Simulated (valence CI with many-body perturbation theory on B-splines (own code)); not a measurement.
E1 line list for Tb LVIII

Calculated by configuration interaction combined with many-body perturbation theory (CI+MBPT): six valence electrons over a frozen Dirac-Fock core [He], a basis of 9 s, 9 p, 8 d, 6 f, 3 g, 1 h functions for each j, with the one-electron correlation potential Σ1 (screened to all orders), the two-electron term Σ2, the three-electron term Σ3, Breit, model QED; selected single and double excitations, second order for the rest, scaled by the run's own slope (own B-spline code, finite nucleus).

The last digits are not significant, and no measured levels were compared; by estimate large intervals hold to a few tenths of a per cent, small ones and those within an open d or f shell to about a per cent. Among the levels kept, up to 2100 cm⁻¹ of a level comes from second order outside the variational space, and about a tenth of that is noise between levels of different J, which matters for small intervals.

Lines 51 to 100 of 204 in falling wavelength, among levels below 63077 × 10³ cm⁻¹, chosen from the strongest by gf and those to the six lowest levels. Wavelengths and rates use the calculated energies. Electric multipoles are in the length gauge with retardation, E1 and E2 with the static RPA response of the core. Weak lines are less certain than strong ones. Lines between different terms over intervals too small for the method are left out, as are lines whose strength nearly cancels. The highest levels of a list are the least certain.

Levels are named by their leading jj configuration (3d3/2^4 stands for four electrons in 3d with j = 3/2), which in mixed levels can hold well under half, so a name can repeat and another be missing. Letters in brackets count levels of one name in rising energy.

```csv
λ vac (Å),Upper,Lower,A (s⁻¹),log gf,Branch %
37.34,(2s^2 2p1/2 2p3/2^2 3d3/2) J=3,(2s^2 2p1/2 2p3/2^2 3p1/2) J=2 [a],3.17e+11,-0.33,0.3
37.30,(2s^2 2p1/2^2 2p3/2 3d3/2) J=1,(2s^2 2p1/2^2 2p3/2 3p1/2) J=2,6.62e+10,-1.38,0.0
37.21,(2s^2 2p1/2 2p3/2^2 3d3/2) J=2,(2s^2 2p1/2 2p3/2^2 3p1/2) J=1 [a],1.67e+11,-0.76,0.2
37.15,(2s^2 2p1/2 2p3/2^2 3d3/2) J=0,(2s^2 2p1/2 2p3/2^2 3p1/2) J=1 [a],3.56e+11,-1.13,0.2
37.11,(2s^2 2p1/2^2 2p3/2 3d3/2) J=1,(2s^2 2p1/2^2 2p3/2 3p1/2) J=1,2.96e+11,-0.74,0.1
36.91,(2s 2p1/2^2 2p3/2^3) J=2,(2s^2 2p1/2 2p3/2^3) J=1,3.79e+10,-1.41,1.2
36.85,(2s^2 2p1/2^2 2p3/2 3d3/2) J=0,(2s^2 2p1/2^2 2p3/2 3p1/2) J=1,3.70e+11,-1.12,80.7
36.80,(2s^2 2p1/2^2 2p3/2 3p3/2) J=2,(2s^2 2p1/2^2 2p3/2 3s) J=1,2.97e+11,-0.52,33.0
36.60,(2s^2 2p1/2 2p3/2^2 3p3/2) J=1 [c],(2s^2 2p1/2 2p3/2^2 3s) J=1 [b],1.95e+11,-0.93,0.7
36.26,(2s^2 2p1/2 2p3/2^2 3p3/2) J=1 [c],(2s^2 2p1/2 2p3/2^2 3s) J=0,2.87e+11,-0.77,1.1
35.97,(2s^2 2p1/2^2 2p3/2 3p3/2) J=2,(2s^2 2p1/2^2 2p3/2 3s) J=2,2.84e+11,-0.56,31.6
35.96,(2s^2 2p1/2 2p3/2^2 3p3/2) J=3 [b],(2s^2 2p1/2 2p3/2^2 3s) J=2 [a],3.26e+10,-1.35,1.7
35.72,(2s^2 2p1/2 2p3/2^2 3p3/2) J=2 [b],(2s^2 2p1/2 2p3/2^2 3s) J=2 [b],2.96e+11,-0.55,3.2
35.52,(2s^2 2p1/2 2p3/2^2 3p3/2) J=1 [b],(2s^2 2p1/2 2p3/2^2 3s) J=1 [a],1.99e+11,-0.95,0.6
35.00,(2s^2 2p1/2 2p3/2^2 3p3/2) J=2 [b],(2s^2 2p1/2 2p3/2^2 3s) J=3,3.68e+10,-1.47,0.4
34.55,(2s^2 2p1/2^2 2p3/2 3p3/2) J=0,(2s^2 2p1/2^2 2p3/2 3s) J=1,7.04e+11,-0.90,29.7
34.50,(2s^2 2p1/2 2p3/2^2 3p3/2) J=1 [b],(2s^2 2p1/2 2p3/2^2 3s) J=2 [a],8.14e+10,-1.36,0.3
33.88,(2s 2p1/2^2 2p3/2^2 3s) J=1 [b],(2s^2 2p1/2 2p3/2^2 3s) J=2 [b],2.41e+11,-0.91,0.3
33.53,(2s 2p1/2^2 2p3/2^2 3s) J=2 [b],(2s^2 2p1/2 2p3/2^2 3s) J=3,5.66e+10,-1.32,0.3
33.52,(2s^2 2p1/2 2p3/2^2 3p3/2) J=2 [c],(2s^2 2p1/2 2p3/2^2 3s) J=2 [b],2.32e+11,-0.71,3.9
32.88,(2s^2 2p1/2 2p3/2^2 3p3/2) J=2 [c],(2s^2 2p1/2 2p3/2^2 3s) J=3,1.16e+11,-1.03,1.9
32.08,(2s 2p1/2^2 2p3/2^2 3s) J=1 [b],(2s^2 2p1/2 2p3/2^2 3s) J=1 [a],1.08e+11,-1.30,0.1
32.00,(2s 2p1/2^2 2p3/2^3) J=1,(2s^2 2p1/2 2p3/2^3) J=2,8.48e+10,-1.41,1.1
31.36,(2p1/2^2 2p3/2^4) J=0,(2s 2p1/2 2p3/2^4) J=1,3.37e+11,-1.30,2.6
30.69,(2s^2 2p3/2^4) J=0,(2s 2p1/2^2 2p3/2^3) J=1,5.52e+09,-3.11,37.1
30.56,(2s 2p1/2^2 2p3/2^3) J=1,(2s^2 2p1/2 2p3/2^3) J=1,2.68e+10,-1.95,0.3
11.96,(2s 2p1/2^2 2p3/2^2 3s) J=3,(2s^2 2p1/2^2 2p3/2 3s) J=2,7.88e+11,-0.93,4.5
11.84,(2s 2p1/2^2 2p3/2^2 3p1/2) J=3,(2s^2 2p1/2^2 2p3/2 3p1/2) J=2,8.36e+11,-0.91,0.2
11.83,(2s 2p1/2^2 2p3/2^2 3p1/2) J=2,(2s^2 2p1/2^2 2p3/2 3p1/2) J=1,7.94e+11,-1.08,0.5
11.69,(2s 2p1/2^2 2p3/2^2 3s) J=2 [a],(2s^2 2p1/2^2 2p3/2 3s) J=2,5.70e+11,-1.23,0.7
11.19,(2s^2 2p1/2 2p3/2^2 3p3/2) J=1 [b],(2s^2 2p1/2^2 2p3/2 3s) J=1,6.36e+11,-1.45,2.0
11.19,(2s 2p1/2^2 2p3/2^3) J=2,(2s^2 2p1/2^2 2p3/2^2) J=2,3.14e+12,-0.53,97.9
11.12,(2s^2 2p1/2 2p3/2^2 3p3/2) J=1 [b],(2s^2 2p1/2^2 2p3/2 3s) J=2,8.99e+11,-1.30,2.8
11.10,(2s 2p1/2^2 2p3/2^2 3s) J=1 [a],(2s^2 2p1/2^2 2p3/2 3s) J=1,1.31e+12,-1.14,2.4
11.09,(2s 2p1/2 2p3/2^4) J=0,(2s^2 2p1/2 2p3/2^3) J=1,6.26e+12,-0.94,99.9
11.02,(2s 2p1/2^2 2p3/2^2 3s) J=1 [a],(2s^2 2p1/2^2 2p3/2 3s) J=2,1.20e+12,-1.18,2.2
10.99,(2s 2p1/2^2 2p3/2^3) J=1,(2s^2 2p1/2^2 2p3/2^2) J=0,1.96e+12,-0.97,24.4
10.93,(2s^2 2p1/2 2p3/2^2 3p3/2) J=2 [b],(2s^2 2p1/2^2 2p3/2 3s) J=2,1.00e+12,-1.05,10.8
10.92,(2s 2p1/2 2p3/2^4) J=1,(2s^2 2p1/2 2p3/2^3) J=2,5.98e+12,-0.49,83.9
10.86,(2s 2p1/2^2 2p3/2^2 3s) J=2 [b],(2s^2 2p1/2^2 2p3/2 3s) J=1,3.94e+11,-1.46,2.2
10.85,(2p1/2^2 2p3/2^4) J=0,(2s 2p1/2^2 2p3/2^3) J=1,1.26e+13,-0.65,97.4
10.83,(2s 2p1/2^2 2p3/2^2 3s) J=1 [b],(2s^2 2p1/2^2 2p3/2 3s) J=1,2.80e+12,-0.83,3.2
10.78,(2s 2p1/2^2 2p3/2^2 3s) J=2 [b],(2s^2 2p1/2^2 2p3/2 3s) J=2,2.80e+12,-0.61,15.8
10.75,(2s 2p1/2^2 2p3/2^2 3s) J=1 [b],(2s^2 2p1/2^2 2p3/2 3s) J=2,1.58e+12,-1.08,1.8
10.75,(2s 2p1/2 2p3/2^4) J=1,(2s^2 2p1/2 2p3/2^3) J=1,1.04e+12,-1.27,14.5
10.72,(2s 2p1/2^2 2p3/2^2 3s) J=0,(2s^2 2p1/2^2 2p3/2 3s) J=1,3.17e+12,-1.26,5.0
10.72,(2s^2 2p1/2 2p3/2^2 3p3/2) J=1 [c],(2s^2 2p1/2^2 2p3/2 3s) J=1,1.12e+12,-1.24,4.2
10.72,(2s^2 2p1/2 2p3/2^2 3p3/2) J=2 [c],(2s^2 2p1/2^2 2p3/2 3s) J=2,1.37e+12,-0.93,22.8
10.53,(2s 2p1/2^2 2p3/2^3) J=1,(2s^2 2p1/2^2 2p3/2^2) J=2,5.96e+12,-0.53,74.2
6.611,(2s 2p1/2 2p3/2^4) J=1,(2s^2 2p1/2^2 2p3/2^2) J=0,9.19e+08,-4.74,0.0
```
